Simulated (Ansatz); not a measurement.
Conformers of `C[O][GeH]([F])[SH]`, each relaxed with PBE0-D4/def2-TZVP in Ansatz. CBS adds the triple-zeta coupled-cluster correction to the MP2 limit.

Outer-core shells of Ge are correlated without core-valence functions. Scalar relativity is left out up to krypton. Spin–orbit coupling is left out.

Not all of them had a frequency check.

Conformer A:

```xyz
10

C     1.212    1.106    0.148
O     0.515    0.090   -0.550
Ge   -0.698   -0.856    0.298
F    -1.757    0.311    1.034
S    -1.749   -2.034   -1.214
H     1.801    0.699    0.979
H     0.532    1.869    0.538
H     1.898    1.576   -0.559
H    -0.154   -1.701    1.455
H    -1.601   -1.060   -2.129
```

Conformer B:

```xyz
10

C    -0.477    0.958   -1.192
O    -0.830    0.839    0.173
Ge   -0.146   -0.422    1.177
F    -0.695   -1.952    0.560
S     2.053   -0.531    1.019
H     0.609    0.942   -1.334
H    -0.924    0.157   -1.789
H    -0.860    1.916   -1.548
H    -0.706   -0.210    2.580
H     1.977   -1.697    0.353
```

(1) Which is lowest in electronic energy at CCSD(T)/CBS (frozen core, def2 sets), and by how much? (Best estimate.)

(2) Give the energies relative to B (kJ/mol) with PBE-D4/def2-TZVPP, ωB97X-V/def2-TZVPP, ωB97M-V/def2-TZVPP, PBE0/def2-TZVPP, CCSD/def2-TZVPP, HF/def2-QZVPP, MP2/def2-QZVPP. (Estimate.)

## Answers

(1) Computed: B; A lies 2.2 kJ/mol higher.

(2) The calculation gave: 
```csv
level,A
PBE-D4/def2-TZVPP,3.8
ωB97X-V/def2-TZVPP,2.5
ωB97M-V/def2-TZVPP,2.8
PBE0/def2-TZVPP,2.4
CCSD/def2-TZVPP,1.7
HF/def2-QZVPP,0.1
MP2/def2-QZVPP,2.5
```
